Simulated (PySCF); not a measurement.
C₃H₃, SMILES C#C[CH2] (connectivity only; charge and spin as stated), charge +1, multiplicity 1.

Geometry optimised at PBE0-D3(BJ)/def2-TZVP. The multiplicity is an assumed one; other spin states were not compared. The isomer is the one that the SMILES or the coordinates give; other isomers of the formula were not compared.

Method: TDDFT-ωB97X/def2-SVPD (PySCF).

Vertical excitations.  State labels are in the subgroup C2v.

```tsv
state	symmetry	energy (eV)	λ (nm)	f	main pairs
S1	A2	2.28	543	0.000	HOMO→LUMO 99 %
S2	A1	5.30	234	0.142	HOMO−1→LUMO 87 %, HOMO→LUMO+1 13 %
S3	A2	7.34	169	0.000	HOMO−2→LUMO 93 %
S4	B1	8.05	154	0.010	HOMO−3→LUMO 96 %
S5	A2	8.27	150	0.000	HOMO−1→LUMO+1 97 %
S6	A2	9.19	135	0.000	HOMO→LUMO+3 92 %
S7	A1	9.20	135	0.824	HOMO→LUMO+1 69 %, HOMO−1→LUMO+3 16 %, HOMO−1→LUMO 13 %
S8	B1	9.95	125	0.001	HOMO−4→LUMO 94 %
S9	B2	10.43	119	0.050	HOMO→LUMO+2 90 %
S10	B2	11.58	107	0.002	HOMO→LUMO+5 50 %, HOMO→LUMO+4 39 %
T1	A2	1.89	655	0	HOMO→LUMO 98 %
T2	A1	2.58	480	0	HOMO−1→LUMO 99 %
T3	A1	5.75	216	0	HOMO→LUMO+1 95 %
T4	A2	6.63	187	0	HOMO−2→LUMO 91 %
```
Triplets are in the Tamm–Dancoff approximation, which puts them higher than full response would, so one can lie above its singlet here.
